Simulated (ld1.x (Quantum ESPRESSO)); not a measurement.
# Tc: excitation energies, all-electron against TM

| Item | Value |
| --- | --- |
| Element | technetium (Tc) |
| Generator | ld1.x (Quantum ESPRESSO) 7.5 |
| Type | norm-conserving Troullier–Martins (Kleinman–Bylander form) |
| Functional | PBE |
| Relativity | scalar-relativistic |
| Frozen core | [Kr] |
| Valence charge | 7 |
| Reference configuration | 4d5 5s2 5p0 |
| Partial waves | 5s (bound): rc 2.95 bohr; 5p (bound, empty): rc 3.10 bohr; 4d (bound): rc 1.35 bohr |
| Local potential | all-electron potential smoothed inside 2.80 bohr (lloc = -1) |
| Core correction | none |

Energies are relative to the spin-unpolarised reference configuration 4d5 5s2 5p0; without spin polarisation the order of configurations can differ from experiment.

```
valence configuration  charge  ΔE all-electron (eV)  error AE − PS (meV)
          4d5 5s1 5p0      +1                 8.153                 +7.1
          4d5 5s0 5p0      +2                23.004                  +70
        4d5 5s1.5 5p0    +0.5                 3.282                 +0.8
          4d4 5s2 5p1       0                 6.606                  -63
          4d5 5s0 5p1      +1                12.735                  +23
```

(1) What are ΔE and the potential's error for 4d4 5s0 5p0?

(2) What are ΔE and the potential's error for 4d3 5s0 5p0?

Levels in the configuration 4d5 5s1 5p0:

| level | all-electron (eV) | pseudo (eV) |
| --- | --- | --- |
| 4d | -14.096 | -14.049 |
| 5s | -11.394 | -11.369 |

Results:

(1) ΔE = 51.710 eV all-electron; the error (AE − PS) is +96 meV.

(2) ΔE = 93.745 eV all-electron; the error (AE − PS) is -72 meV.
